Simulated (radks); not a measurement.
Q: All-electron atom: the potassium ion K4+ in [Ne] 3s2 3p3. All-electron calculation, scalar-relativistic Kohn-Sham, PBEsol, spin-unpolarised, spherical densities, finite nucleus; Fermi nuclear charge, rms radius 3.4349 fm. Program: a radial shooting solver on a logarithmic mesh with Libxc functionals. Some entries of the table are withheld. Estimate them.

| orbital | occ. | eigenvalue (hartree) | <r^2> (bohr^2) |
|---|---|---|---|
| 1s | 2 | (1) | 0.008851 |
| 2s | 2 | -15.29597 | (2) |
| 2p | 6 | -12.62693 | (3) |
| 3s | 2 | (4) | 1.565 |
| 3p | 3 | -2.62295 | 1.784 |

A: 
(1) 1s eigenvalue (hartree): -131.6839
(2) 2s <r^2> (bohr^2): 0.1776
(3) 2p <r^2> (bohr^2): 0.1513
(4) 3s eigenvalue (hartree): -3.28513
